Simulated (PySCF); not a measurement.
Sn(Cl)2(NH2)2, SMILES [Sn]([Cl])([NH2])([Cl])[NH2] (H4Cl2N2Sn), PBE0/def2-SVP optimised geometry. Atoms within 1.6 Å of the plane z = 0.8 Å (x, y, z in Å): N1 (1.11, -0.68, 0.00), Sn2 (-0.90, -0.68, 0.00), Cl4 (-1.50, 1.59, 0.00), Cl5 (-1.90, -1.65, 1.89), H6 (1.50, -1.59, 0.27), H7 (1.49, 0.03, 0.62).

Calculation: PBE0/def2-TZVP, def2 effective core potentials past Kr (PySCF 2.14.0). The core electrons that the potentials of Sn replace are not part of the density.

Map of the electron localisation function on the plane z = 0.8 Å:

```
|0000000000000000000000000000000|
|0000000000000000000000000000000|
|0000000000000000000000000000000|
|0000000112221100000000000000000|
|0000012344444321000000000000000|
|0000134566666532000000000000000|
|0001346778887653100000000000000|
|0002467888888764200000000000000|
|0013568889988764200000000000000|
|0013578888888764100000000000000|
|0013567888888752000001100000000|
|0002467788877531000035541000000|
|0001245677765310001478874100000|
|0000012345443210003899986200000|
|0000000122221111125999987300000|
|0000000011111112246999986200000|
|0000000111122212456899974100000|
|0000111221123213567787641000000|
|0001233431122213667665320000000|
|0012445553111113566665421000000|
|0123566665211112455788752000000|
|0124567776532111235799874100000|
|0124567776542110114799885200000|
|0124567776542100002688875100000|
|0013456666531000001467763000000|
|0012345555421000000134420000000|
|0001234443211000000000000000000|
|0000112222110000000000000000000|
|0000001111000000000000000000000|
|0000000000000000000000000000000|
|0000000000000000000000000000000|
```
Scale: ten equal steps from 0.000 (start of '0') to 0.996 (end of '9'), in the order '0123456789'; x runs from -4.00 to 4.00, y from -4.00 (bottom) to 4.00 (top).
